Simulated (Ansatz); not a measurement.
`C[SiH2]C#N` + `[OH][Al]([OH])[Cl]` → `C[O][Al]([OH])[Cl]` + `N#C[SiH3]`  (substitution at a C–Si bond)

Program: Ansatz. Geometries: PBE0-D4/def2-TZVP. ΔE: electronic, gas phase. CCSD(T)/CBS adds triple-zeta CCSD(T) − MP2 to the extrapolated MP2 energy (def2 sets, frozen cores). This one scheme is used for every species. Functionals use def2-TZVPP. B3LYP here is the variant with VWN-RPA as its local correlation; programs differ in this. Each species was taken in one conformer, which may not be the lowest.

(1) Is it downhill or uphill in electronic energy at CCSD(T)/CBS, and by how much? (Estimate.)

(2) What do these levels give: PBE-D4, PBE, revPBE, B3LYP, RPA@PBE/def2-TZVPP, CCSD/def2-TZVPP? (An estimate is asked.)

Largest T1 diagnostic among the species: 0.013.

Results:

(1) Ansatz gave: Uphill: ΔE = +110.5 kJ/mol.

(2) Ansatz gave: PBE-D4 106.9, PBE 106.5, revPBE 105.7, B3LYP 100.3, RPA@PBE/def2-TZVPP 96.7, CCSD/def2-TZVPP 105.2 kJ/mol.

Leaving LDA and LC-ωPBE aside and taking each functional with its dispersion term where it has one, the values, not all of them listed here, spread over 12.0 kJ/mol, from BLYP-D4 to PBE-QIDH. At CCSD(T), def2-SVP lies −26.9 kJ/mol from the extrapolated value and def2-TZVPP −4.0 kJ/mol. In def2-TZVPP, CCSD(T) changes the Hartree–Fock value by +13.9 kJ/mol (the triples alone add +1.3 kJ/mol) and MP2 by +21.5 kJ/mol.
